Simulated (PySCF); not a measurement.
## Electronic absorption of CF3CH2CO2H

Species: CF3CH2CO2H, C₃H₃F₃O₂.
Z-matrix (Å and degrees, GFN2-xTB geometry), rows numbered from 1:
```
O 
C   1  1.1950
O   2  1.3277  1  124.49
C   2  1.5259  1  124.42  3   179.44
C   4  1.5202  2  111.03  1   113.32
F   5  1.3418  4  110.97  2  -174.81
F   5  1.3384  4  112.50  2   -55.47
F   5  1.3362  4  113.05  2    65.62
H   3  0.9707  2  111.52  1    -2.16
H   4  1.0913  2  109.70  1  -127.68
H   4  1.0905  2  109.30  1    -6.26
```

Computed, not measured: PySCF 2.14.0, density-fitted response routines, TDDFT CAM-B3LYP/def2-SVPD, vertical, gas phase, core orbitals frozen in the response.

Problem. List the vertical singlet excitations with oscillator strengths and describe the spectrum.

Solution. 

```csv
state,E (eV),λ (nm),f,"main configurations (H = HOMO, L = LUMO)"
S1,5.85,212.1,0.0005,"H→L (84%), H→L+1 (11%)"
S2,7.88,157.3,0.046,"H→L+1 (75%), H-1→L (9%), H→L (9%)"
S3,8.65,143.4,0.131,"H-1→L (69%), H→L+2 (10%)"
S4,8.75,141.7,0.025,H-1→L+1 (86%)
S5,9.12,135.9,0.035,"H→L+2 (54%), H→L+3 (18%), H-1→L (13%)"
S6,9.24,134.2,0.0022,"H-3→L (58%), H-2→L (22%)"
S7,9.74,127.3,0.0010,"H→L+3 (49%), H→L+2 (12%), H→L+4 (11%)"
S8,9.89,125.3,0.0010,H→L+4 (65%)
```

Triplets (Tamm–Dancoff): T1 5.32 eV, H→L (83%), H→L+1 (12%); T2 6.16 eV, H-1→L (78%), H-1→L+1 (11%); T3 7.72 eV, H→L+1 (82%), H→L (10%).

The lowest singlet comes at 212 nm (564 kJ/mol) in the ultraviolet; it is very weak; its leading configuration is HOMO→LUMO (84%). The most intense listed level is S3 at 8.65 eV (143 nm, f = 0.131), 2.80 eV above S1. S1 has the pattern of n→π* at C=O. Weighted by f, the mean energy of these states is 8.59 eV. The listed states span 4.05 eV, and the widest gap between neighbours is 2.04 eV (S1 to S2). The oscillator strengths of these states sum to 0.242; summed over the whole spectrum of an exact calculation they would give the number of electrons, 64 (Thomas–Reiche–Kuhn). No computed singlet lies in the visible range (380 to 750 nm); the lowest, at 212 nm, stands 2.58 eV above its violet end (3.26 eV). Only the lowest 8 singlets were computed, as vertical energies without vibronic structure.

One conformer stands for the species.
